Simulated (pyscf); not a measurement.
PySCF, gas phase, ωB97X-D3(BJ)/def2-SVP geometries. Correlated levels are frozen-core, on RHF or UHF. ΔMP2 is the change of the MP2 total energy from the triple- to the quadruple-zeta basis.

Q: How much does it cost (ΔH, 298 K, CCSD(T)/def2-TZVPP + ΔMP2(QZVPP)) to split `[BH2][B]([OH])[Cl]` at its B–B bond into BH₂• + [HO–B–Cl]•?

A: B–B to BH₂• + [HO–B–Cl]•: 427.6 kJ/mol. The radicals are drawn with the spin at the cut bond; how far it spreads was not checked. Other isomers of [HO–B–Cl]• were not searched in full and may lie lower. The CCSD(T) − MP2 part came from Ansatz, without density fitting, on the same reference.
